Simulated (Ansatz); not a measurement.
Breaking a bond: C₂, singlet.

Levels: RHF/cc-pVDZ (Ansatz, a first-principles code); RMP2 = MP2 on RHF/cc-pVDZ, frozen core in Ansatz; RKS-BLYP = restricted BLYP/cc-pVDZ (Ansatz); RKS-PBE0 = restricted PBE0/cc-pVDZ run with Ansatz; RKS-PBE = restricted PBE/cc-pVDZ run with Ansatz; FCI = full CI/cc-pVDZ, frozen core (Ansatz).

All curves are set to zero at 1.28 Å and compared with full CI in the same basis at 1.28, 1.33, 1.35, 1.45, 1.55, 1.71, 1.89, 2.06, 2.22, 2.53, 2.77, 3.05 Å.

Problem. Which method stays most parallel to full CI over these points, and which least?

Solution. RKS-BLYP has the smallest spread and RMP2 the largest. In order (kcal/mol): RKS-BLYP 42.85, RHF 42.85, RKS-PBE 48.06, RKS-PBE0 72.76, RMP2 84.87.

Errors against full CI at some of the points (kcal/mol):

```json
[
 {"method": "RKS-BLYP", "1.55 Å": "-3.7", "1.89 Å": "-7.8", "2.53 Å": "11.5", "3.05 Å": "34.0"},
 {"method": "RHF", "1.55 Å": "-24.5", "1.89 Å": "-3.5", "2.53 Å": "17.6", "3.05 Å": "15.9"},
 {"method": "RKS-PBE", "1.55 Å": "0.7", "1.89 Å": "-0.9", "2.53 Å": "21.4", "3.05 Å": "45.3"},
 {"method": "RKS-PBE0", "1.55 Å": "-8.1", "1.89 Å": "-4.5", "2.53 Å": "30.6", "3.05 Å": "62.1"},
 {"method": "RMP2", "1.55 Å": "-39.7", "1.89 Å": "-46.5", "2.53 Å": "34.4", "3.05 Å": "38.4"}
]
```

The scan ran from 0.92 to 4.98 Å; beyond the distances shown full CI changes its symmetry label. The restricted form behind RHF, RMP2, RKS-BLYP, RKS-PBE0, RKS-PBE keeps the bonding electrons paired and can't separate into open-shell fragments. The T1 diagnostic of CCSD on the restricted reference of RMP2 exceeds 0.045 at 1.13 to 1.23, 2.06 to 2.53 Å. Also computed but left out beside FCI, since their determinant holds another spin at the minimum (<S²> over 0.7 above the pure value): UHF, UMP2, UCCSD, UCCSD(T), UCCSDT, UCCSDT(Q), UKS-BLYP, UKS-PBE0, UKS-PBE, UKS-B3LYP/6-31G*, UKS-LDA (SVWN5)/6-31G*, UKS-BP86/6-31G*, UKS-B3LYP/3-21G.
